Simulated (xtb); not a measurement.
Input file for xtb: GFN2-xTB on CH4BBr (SMILES CBBr), a point of a torsion scan.

```
$ xtb mol.xyz --gfn 2 --opt vtight --chrg 0 --uhf 0 --input xcontrol
7

C     -0.71451772    -0.12444739    -0.04434624
B      0.75233528     0.36878325     0.29200662
Br     1.26185830     2.25121942    -0.19914458
H     -1.19980170     0.50273556    -0.83195990
H     -1.39683134    -0.06181014     0.83714499
H     -0.73037848    -1.19419646    -0.37836588
H      1.22465856    -0.03022867     1.31461060
$constrain
  force constant=1.0
  dihedral: 4,1,2,3,20.0
$end
```

Output:

```
[...]
           -------------------------------------------------
          |                Calculation Setup                |
           -------------------------------------------------



           -------------------------------------------------
          |                 G F N 2 - x T B                 |
           -------------------------------------------------

        Reference                      10.1021/acs.jctc.8b01176
      * Hamiltonian:
        H0-scaling (s, p, d)           1.850000    2.230000    2.230000
        zeta-weighting                 0.500000
      * Dispersion:
        s8                             2.700000
        a1                             0.520000
        a2                             5.000000
        s9                             5.000000
      * Repulsion:
        kExp                           1.500000    1.000000
        rExp                           1.000000
      * Coulomb:
        alpha                          2.000000
        third order                    shell-resolved
        anisotropic                    true
        a3                             3.000000
        a5                             4.000000
        cn-shift                       1.200000
        cn-exp                         4.000000
        max-rad                        5.000000


          ...................................................
          :                      SETUP                      :
          :.................................................:
          :  # basis functions                  22          :
          :  # atomic orbitals                  21          :
          :  # shells                           11          :
          :  # electrons                        18          :
          :  max. iterations                   250          :
          :  Hamiltonian                  GFN2-xTB          :
          :  restarted?                      false          :
          :  GBSA solvation                  false          :
          :  PC potential                    false          :
          :  electronic temp.          300.0000000     K    :
          :  accuracy                    1.0000000          :
          :  -> integral cutoff          0.2500000E+02      :
          :  -> integral neglect         0.1000000E-07      :
          :  -> SCF convergence          0.1000000E-05 Eh   :
          :  -> wf. convergence          0.1000000E-03 e    :
          :  Broyden damping             0.4000000          :
          :  net charge                          0          :
          :  unpaired electrons                  0          :
          ...................................................

 iter      E             dE          RMSdq      gap      omega  full diag
   1     -9.3199361 -0.931994E+01  0.823E+00    5.54       0.0  T
   2     -9.3237363 -0.380024E-02  0.806E+00    1.36       1.0  T
   3     -9.5430047 -0.219268E+00  0.431E+00    3.75       1.0  T
   4     -9.5731494 -0.301447E-01  0.171E+00    3.06       1.0  T
   5     -9.5635658  0.958356E-02  0.124E+00    3.54       1.0  T
   6     -9.5745740 -0.110082E-01  0.567E-01    3.09       1.0  T
   7     -9.5747799 -0.205919E-03  0.320E-01    3.04       1.0  T
   8     -9.5744581  0.321774E-03  0.354E-01    2.96       1.0  T
   9     -9.5748306 -0.372444E-03  0.168E-01    3.03       1.0  T
  10     -9.5749195 -0.888860E-04  0.328E-02    3.08       1.2  T
  11     -9.5749198 -0.338901E-06  0.859E-03    3.08       4.4  T
  12     -9.5749202 -0.423840E-06  0.141E-03    3.08      26.8  T
  13     -9.5749202 -0.441112E-08  0.773E-04    3.08      48.9  T
  14     -9.5749202 -0.291691E-08  0.328E-04    3.08     115.4  T

   *** convergence criteria satisfied after 14 iterations ***

         #    Occupation            Energy/Eh            Energy/eV
      -------------------------------------------------------------
         1        2.0000           -0.8274039             -22.5148
       ...           ...                  ...                  ...
         3        2.0000           -0.5261439             -14.3171
         4        2.0000           -0.4967834             -13.5182
         5        2.0000           -0.4923902             -13.3986
         6        2.0000           -0.4613210             -12.5532
         7        2.0000           -0.4523315             -12.3086
         8        2.0000           -0.4231806             -11.5153
         9        2.0000           -0.4070504             -11.0764 (HOMO)
        10                         -0.2937955              -7.9946 (LUMO)
        11                         -0.1186707              -3.2292
        12                          0.0324919               0.8841
        13                          0.0444502               1.2096
        14                          0.0455592               1.2397
       ...                                ...                  ...
        21                          0.4709358              12.8148
      -------------------
[...]
            0.0359645               0.9786
       ...                                ...                  ...
        21                          0.8030554              21.8522
      -------------------------------------------------------------
                  HL-Gap            0.1398909 Eh            3.8066 eV
             Fermi-level           -0.3411576 Eh           -9.2834 eV

 SCC (total)                   0 d,  0 h,  0 min,  0.001 sec
 SCC setup                      ...        0 min,  0.000 sec (  2.682%)
 Dispersion                     ...        0 min,  0.000 sec (  0.734%)
 classical contributions        ...        0 min,  0.000 sec (  0.325%)
 integral evaluation            ...        0 min,  0.000 sec ( 25.281%)
 iterations                     ...        0 min,  0.000 sec ( 19.730%)
 molecular gradient             ...        0 min,  0.001 sec ( 47.116%)
 printout                       ...        0 min,  0.000 sec (  3.742%)

         :::::::::::::::::::::::::::::::::::::::::::::::::::::
         ::                     SUMMARY                     ::
         :::::::::::::::::::::::::::::::::::::::::::::::::::::
         :: total energy              -9.525586585219 Eh    ::
         :: gradient norm              0.000136270046 Eh/a0 ::
         :: HOMO-LUMO gap              3.806626034557 eV    ::
         ::.................................................::
         :: SCC energy                -9.610372627476 Eh    ::
         :: -> isotropic ES            0.028209265377 Eh    ::
         :: -> anisotropic ES          0.000172633445 Eh    ::
         :: -> anisotropic XC         -0.009909659163 Eh    ::
         :: -> dispersion             -0.002892075496 Eh    ::
         :: repulsion energy           0.084786042125 Eh    ::
         :: add. restraining           0.000000000132 Eh    ::
         :: total charge              -0.000000000000 e     ::
         :::::::::::::::::::::::::::::::::::::::::::::::::::::

           -------------------------------------------------
          |                Property Printout                |
           -------------------------------------------------

    * Orbital Energies and Occupations

         #    Occupation            Energy/Eh            Energy/eV
      -------------------------------------------------------------
         1        2.0000           -0.8350247             -22.7222
         2        2.0000           -0.6041575             -16.4400
         3        2.0000           -0.5290358             -14.3958
         4        2.0000           -0.4999475             -13.6043
         5        2.0000           -0.4923056             -13.3963
         6        2.0000           -0.4661119             -12.6835
         7        2.0000           -0.4572300             -12.4419
         8        2.0000           -0.4355823             -11.8528
         9        2.0000           -0.4111030             -11.1867 (HOMO)
        10                         -0.2712121              -7.3801 (LUMO)
        11                         -0.0857962              -2.3346
        12                          0.0329876               0.8976
        13                          0.0352540               0.9593
        14                          0.0359645               0.9786
        15                          0.0794591               2.1622
        16                          0.1586572               4.3173
        17                          0.1816637               4.9433
        18                          0.1950565               5.3078
        19                          0.2714632               7.3869
        20                          0.4082056              11.1078
        21                          0.8030554              21.8522
      -------------------------------------------------------------
                  HL-Gap            0.1398909 Eh            3.8066 eV
             Fermi-level           -0.3411576 Eh           -9.2834 eV

     #   Z          covCN         q      C6AA      α(0)
     1   6 C        3.697    -0.191    24.448     7.073
     2   5 B        2.688     0.324    16.786     6.881
     3  35 Br       0.873    -0.189   190.132    22.232
     4   1 H        0.925     0.049     2.335     2.390
     5   1 H        0.924     0.060     2.195     2.317
     6   1 H        0.925     0.043     2.403     2.424
     7   1 H        0.938    -0.096     5.422     3.640

 Mol. C6AA /au·bohr⁶  :        881.039298
 Mol. C8AA /au·bohr⁸  :      34537.680092
 Mol. α(0) /au        :         46.956696


Wiberg/Mayer (AO) data.
largest (>0.10) Wiberg bond orders for each atom

 ---------------------------------------------------------------------------
     #   Z sym  total        # sym  WBO       # sym  WBO       # sym  WBO
 ---------------------------------------------------------------------------
     1   6 C    3.979 --     2 B    1.079     4 H    0.981     6 H    0.970
                             5 H    0.938
     2   5 B    3.286 --     3 Br   1.160     1 C    1.079     7 H    0.977
     3  35 Br   1.191 --     2 B    1.160
     4   1 H    0.998 --     1 C    0.981
     5   1 H    0.996 --     1 C    0.938
     6   1 H    0.998 --     1 C    0.970
     7   1 H    0.991 --     2 B    0.977
 ---------------------------------------------------------------------------

Topologies differ in total number of bonds
Writing topology from bond orders to xtbtopo.mol

molecular dipole:
                 x           y           z       tot (Debye)
 q only:       -0.343      -0.484       0.089
   full:       -0.682      -1.324       0.333       3.879
molecular quadrupole (traceless):
                xx          xy          yy          xz          yz          zz
 q only:        0.617      -2.045      -2.373      -0.263       0.636       1.756
  q+dip:        3.712      -7.024      -9.622       1.252       2.703       5.910
   full:        3.033      -6.853      -9.194       0.159       3.154       6.160

           -------------------------------------------------
          |                Geometry Summary                 |
           -------------------------------------------------

      molecular mass/u    :      106.7570547
   center of mass at/Å    :        0.8661330       1.6623882      -0.0387779
  moments of inertia/u·Å² :        0.1258219E+02   0.1360434E+03   0.1455925E+03
rotational constants/cm⁻¹ :        0.1339801E+01   0.1239136E+00   0.1157864E+00

 * 6 selected distances

     #   Z          #   Z                                           value/Å
     1   6 C        2   5 B                                       1.5680892
     2   5 B        3  35 Br                                      1.8641321 (max)
     1   6 C        4   1 H                                       1.0890120 (min)
     1   6 C        5   1 H                                       1.0933152
     1   6 C        6   1 H                                       1.0890310
     2   5 B        7   1 H                                       1.1730294

 * 4 distinct bonds (by element types)

   Z      Z             #   av. dist./Å        max./Å        min./Å
   1 H    5 B           1     1.1730294     1.1730294     1.1730294
   1 H    6 C           3     1.0904527     1.0933152     1.0890120
   5 B    6 C           1     1.5680892     1.5680892     1.5680892
   5 B   35 Br          1     1.8641321     1.8641321     1.8641321


optimized geometry written to: xtbopt.xyz


           -------------------------------------------------
          | TOTAL ENERGY               -9.525586585219 Eh   |
          | GRADIENT NORM               0.000136270046 Eh/α |
          | HOMO-LUMO GAP               3.806626034557 eV   |
           -------------------------------------------------

------------------------------------------------------------------------
------------------------------------------------------------------------
 total:
 SCF:
 ANC optimizer:
Note: The following floating-point exceptions are signalling: IEEE_DENORMAL
normal termination of xtb
```

The run finished.

Warnings raised: the energy holds the restraint's term.

Cost: around 0.04 core-seconds (rough).
